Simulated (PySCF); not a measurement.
# BeS⁺ at UHF-CCSD(T)

Computed with UHF-CCSD(T); PySCF, spin-free X2C with a Gaussian nucleus, basis sets Be jorge-DZP-DKH, S jorge-DZP-DKH.

```
state                          : ²Π (doublet), unpaired electrons π ↑
bond length                    : 1.873 Å
harmonic wavenumber            : 835 cm⁻¹
force constant                 : 2.89 mdyn/Å
rotational constant Be         : 0.6836 cm⁻¹
anharmonicity ωexe             : 5.55 cm⁻¹
vibration–rotation constant αe : 0.00634 cm⁻¹
well depth De to Be⁺ + S       : 3.05 eV
dissociation energy D0         : 3.00 eV
```

Correlated steps freeze 5 core orbitals. Correlated levels converge slowly with the basis: in double zeta they bind strong bonds too weakly, by up to about 1 eV, and carry superposition errors of some tenths. For an ion De counts to the pair picked by the measured ionisation energies or electron affinities, which need not be the lowest pair at this level. The state was picked by a PBE0 search and need not be the measured ground state.
